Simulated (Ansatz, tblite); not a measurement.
Forces on the cluster Zr₃O₇H₂ at its PBE0-D4/def2-SVP geometry. Charge 0, multiplicity 1.

In the def2 sets Zr takes a core potential; there is no spin–orbit coupling. The xTB rows come from tblite. The structure holds one bond between oxygen atoms, so isomers without such links may lie far lower. No other spin state of charge 0 was run. Another isomer (singlet) lies 0.03 eV lower at PBE0-D4/def2-TZVP; other spin states weren't run for this one.

GFN1-xTB (tblite), largest force 1.88 eV/Å:

```xyz
12
positions Å, forces eV/Å
Zr    0.072   -0.654   -1.903   -0.413   -0.086    1.078
Zr   -1.802    0.165    0.472    0.052   -0.722   -0.532
Zr    1.210    0.022    0.956    0.036    0.136   -0.253
O    -2.071   -0.327   -1.564    0.750   -0.832    1.181
O    -0.097    0.967   -0.306   -0.140   -0.145    0.388
O    -0.526   -0.477    1.791    0.258    0.317   -0.446
O    -1.751   -1.521   -0.757    0.190    1.833   -0.377
O     1.524   -1.134   -0.526   -0.529    0.404    0.271
O     2.635    0.945    1.895   -0.778   -0.571   -0.471
O     0.620   -0.460   -3.553    0.092   -0.069   -0.521
H     3.425    1.356    2.246    0.035    0.016    0.019
H    -3.239    1.116    1.250    0.446   -0.281   -0.337
```

GFN2-xTB (tblite), largest force 1.08 eV/Å:

```
Zr 0.267 -0.301 0.071
Zr -0.800 -0.333 0.298
Zr 0.623 0.128 0.211
O -0.177 0.548 -0.316
O 0.221 0.966 -0.003
O 0.217 -0.061 -0.079
O 0.292 -0.273 0.494
O -0.204 -0.050 0.149
O -0.895 -0.406 -0.449
O -0.045 -0.039 -0.169
H 0.199 0.003 0.047
H 0.303 -0.182 -0.255
```

PBE-D4/def2-TZVP (Ansatz), largest force 0.93 eV/Å:

```
Zr -0.254 -0.109 0.734
Zr -0.108 0.144 0.035
Zr -0.150 0.014 0.054
O -0.358 0.483 -0.579
O 0.102 0.606 -0.184
O -0.052 -0.278 0.490
O -0.067 -0.830 0.275
O 0.379 -0.403 -0.208
O 0.002 0.057 0.094
O 0.289 0.108 -0.879
H 0.310 0.154 0.114
H -0.092 0.055 0.053
```
